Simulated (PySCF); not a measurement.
F₄Zr, SMILES [F][Zr+]([F])([F])[F] (connectivity only; charge and spin as stated), charge +1, multiplicity 2. Atoms are numbered in the order given.

```xyz
5

Zr     0.0000     0.0000     0.1760
F      0.0000     1.5562     1.1813
F      0.0000    -1.5562     1.1813
F      1.0218     0.0000    -1.5725
F     -1.0218     0.0000    -1.5725
```
Charge +1, spin multiplicity 2.

Coordinates come from a B3LYP-D3(BJ)/def2-SVP optimisation. The multiplicity is an assumed one; other spin states were not compared. The def2 effective core potentials stand for the cores of Zr; spin–orbit coupling is left out.

The numbers are results of PBE0/def2-TZVPD run with PySCF, not measurements.

Isolated molecule, no solvent.

- total energy: -446.06097 hartree
- point group: C2v
- α spin, highest occupied and lowest empty level: -18.33 and -9.62 eV
- β spin, highest occupied and lowest empty level: -18.33 and -13.85 eV
- dipole moment about the centre of nuclear charge: 0.03 D
- mean static polarisability: 37.6 bohr³ (5.57 Å³)
- polarisability, principal values: 33.7, 36.1, 42.8 bohr³
- ⟨S²⟩: 0.763 (pure state 0.75)
